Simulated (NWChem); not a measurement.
SiNH₂F₃; SMILES N[Si](F)(F)F

```xyz
7

N     -0.0071    -1.6276     0.4278
Si     0.0000    -0.0014    -0.0011
F     -1.3083     0.3345    -0.8581
F      1.3146     0.3247    -0.8522
F      0.0012     1.0510     1.2101
H     -0.8519    -2.0897     0.7403
H      0.8323    -2.0965     0.7442
```
Atoms are numbered in this order, from 1.

All runs: NWChem. Pople sets run with spherical d functions. Structure relaxed at the PBE0/def2-SVP level. Atomic charges in e: unrestrained fits to the electrostatic potential beside Mulliken populations; buried atoms are poorly determined by the fit.

For level B3LYP/def2-SVP:

```
Property      Result
------------  ------
ESP N1         -1.02
Mulliken N1    -0.36
ESP Si2         1.35
Mulliken Si2    1.05
Mulliken F3    -0.32
Mulliken F4    -0.32
Mulliken F5    -0.32
```

**Question.** How do the values read with level Hartree-Fock/6-31G* instead?

**Answer.** 
- ESP N1 = -1.21
- Mulliken N1 = -1.07
- ESP Si2 = 1.55
- Mulliken Si2 = 1.82
- Mulliken F3 = -0.52
- Mulliken F4 = -0.52
- Mulliken F5 = -0.52
